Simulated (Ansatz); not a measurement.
Dissociation curve of SMILES CCO[SiH](C)OCC. The Si1–O15 bond (Si1 also carries C, H, O; O15 carries C) is varied alone, starting from the PBE0/def2-SVP optimised geometry.

Computed with: UKS-PBE0 = Ansatz (a program for electronic structure) with unrestricted PBE0/def2-SVP; RKS-PBE0 = restricted PBE0/def2-SVP in Ansatz; UKS-B3LYP = unrestricted B3LYP/def2-SVP (Ansatz); RKS-B3LYP = Ansatz with restricted B3LYP/def2-SVP; UKS-PBE = unrestricted PBE/def2-SVP (Ansatz); RKS-PBE = restricted PBE/def2-SVP (Ansatz).

Scanned distances (Å): 1.37, 1.47, 1.57, 1.61, 1.66, 1.72, 1.79, 1.86, 2.02, 2.20, 2.43, 2.76, 3.07, 3.49, 4.12, 4.80.

### Question
Where does the unrestricted solution first break spin symmetry (<S²> of 0.01 or more)?

### Answer
UKS-PBE0: between 2.43 and 2.76 Å; UKS-B3LYP: between 2.43 and 2.76 Å; UKS-PBE: between 2.76 and 3.07 Å.

```csv
R / Å,<S²> UKS-PBE0,E(RKS-PBE0) − E(UKS-PBE0) / eV,<S²> UKS-B3LYP,E(RKS-B3LYP) − E(UKS-B3LYP) / eV,<S²> UKS-PBE,E(RKS-PBE) − E(UKS-PBE) / eV
1.37,0.00,0.000,0.00,0.000,0.00,0.000
1.47,0.00,0.000,0.00,0.000,0.00,0.000
1.57,0.00,0.000,0.00,0.000,0.00,0.000
1.61,0.00,0.000,0.00,0.000,0.00,0.000
1.66,0.00,0.000,0.00,0.000,0.00,0.000
1.72,0.00,0.000,0.00,0.000,0.00,0.000
1.79,0.00,0.000,0.00,0.000,0.00,0.000
1.86,0.00,0.000,0.00,0.000,0.00,0.000
2.02,0.00,0.000,0.00,0.000,0.00,0.000
2.20,0.00,0.000,0.00,0.000,0.00,0.000
2.43,0.00,0.000,0.00,0.000,0.00,0.000
2.76,0.22,0.030,0.12,0.008,0.00,0.000
3.07,0.59,0.287,0.52,0.193,0.28,0.033
3.49,0.83,0.714,0.77,0.543,0.61,0.209
4.12,0.96,1.229,0.93,0.978,0.80,0.455
4.80,1.00,1.582,1.00,1.279,0.88,0.621
```
